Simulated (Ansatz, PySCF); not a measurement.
This Ansatz (a first-principles code) input computes a PBE/def2-TZVPD energy:

Ansatz 0.2 input:
```yaml
crystal:
  periodic: [false, false, false]
  atoms:
    - {symbol: B, position_ang: [-0.00000000, -0.00000000, -0.83561304]}
    - {symbol: N, position_ang: [0.00000000, 0.00000000, 0.39812868]}
    - {symbol: H, position_ang: [0.00000000, 0.00000000, 1.39116444]}
basis:
  gaussian:
    orbitals: def2-TZVPD
hamiltonian:
  xc: {name: PBE}
magnetization: {spin_polarized: true, initial_magnetization: 1}
output: {forces: true}
```

Problem. Write an input for the same energy in PySCF and say what it gives.

Solution. 
```python
from pyscf import gto, scf, dft

mol = gto.M(
    atom='''
    B    -0.00000000   -0.00000000   -0.83561304
    N     0.00000000    0.00000000    0.39812868
    H     0.00000000    0.00000000    1.39116444
    ''',
    basis='def2-tzvpd',
    charge=0,
    spin=1,
    symmetry='C2v',
    verbose=4,
)

mf = dft.UKS(mol, xc='pbe').density_fit(auxbasis='def2-universal-jkfit')
mf.grids.level = 3
mf.conv_tol = 1e-9
mf.max_cycle = 100
mf.max_memory = 1500
mf.kernel()
if not mf.converged:
    mf = mf.newton()
    mf.kernel(mf.make_rdm1())
mf.analyze()
```
It gives -80.04199 Eh, and Ansatz -80.04197 Eh, a difference of 0.02 mEh, from the treatment of integrals and grids.

It need not be the lowest isomer of its formula.
